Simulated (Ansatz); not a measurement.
The first iterations of a band of ClFH4OW (8 atoms, charge 0, multiplicity 1).

Level of theory: RKS PBE0-D4/def2-SVP (Ansatz 0.2.0).

```json
{
 "movable images": "5",
 "climbing image": "yes",
 "spring": "5.0 eV/Å²",
 "optimiser": "quadratic models (default)",
 "start path": "through a guess of the saddle point",
 "force threshold": "0.05 eV/Å",
 "iteration limit": "60",
 "end points": "relaxed"
}
```

Initial state:

```xyz
8
Properties=species:S:1:pos:R:3
W 0.158 0.351 0.102
F 0.606 0.277 1.889
H 1.402 -0.795 0.022
Cl -0.425 2.622 0.381
H -1.365 -0.317 0.182
H 0.069 -1.352 0.146
O 0.298 0.389 -1.711
H 0.724 0.287 -2.567
```

Final state:

```xyz
8
Properties=species:S:1:pos:R:3
W 0.068 0.573 -0.325
F 0.423 -0.035 1.868
H 0.702 -0.800 1.349
Cl 0.013 2.592 0.745
H -1.129 -0.567 -0.026
H 1.003 -0.860 -0.089
O 0.158 0.516 -2.123
H 0.229 0.044 -2.957
```

| iteration | highest image above the first end (eV) | largest band force component (eV/Å) |
| --- | --- | --- |
| 1 | 6.395 | 38.002 |
| 2 | 4.194 | 2.665 |
| 3 | 3.403 | 1.403 |
| 4 | 2.649 | 1.597 |
| 5 | 2.427 | 1.009 |
| 6 | 2.327 | 0.823 |
| 7 | 2.266 | 0.793 |
| 8 | 2.177 | 1.062 |
| 9 | 2.097 | 1.026 |
| 10 | 2.100 | 1.030 |
| 11 | 2.038 | 1.018 |
| 12 | 1.992 | 0.924 |
| 13 | 1.992 | 0.889 |
| 14 | 1.995 | 0.909 |
| 15 | 1.998 | 0.876 |
| 16 | 1.995 | 0.943 |
| 17 | 1.994 | 0.728 |
| 18 | 1.983 | 0.279 |
| 19 | 2.001 | 0.340 |

Does the band converge within its limit, and where does its top end?

The run converged. It ended after 58 iterations with the highest image 1.995 eV above the first end. The profile has 2 maxima (images 2, 5) with wells between them (image 3): this band takes more than one step, which may be the mechanism or a detour left from its start path. Neighbouring images differ by up to 1.3 eV, so the band resolves the path poorly. A vibrational analysis at the climbing image gives one clearly imaginary mode, 510i cm⁻¹: a first-order saddle point. The orbitals stay closed-shell, which can raise the energy where a bond breaks towards radicals; this wasn't checked here.

Time of the run: 15 min on 2 threads of Arm Neoverse V1, on a shared host, peak memory 0.21 GiB.
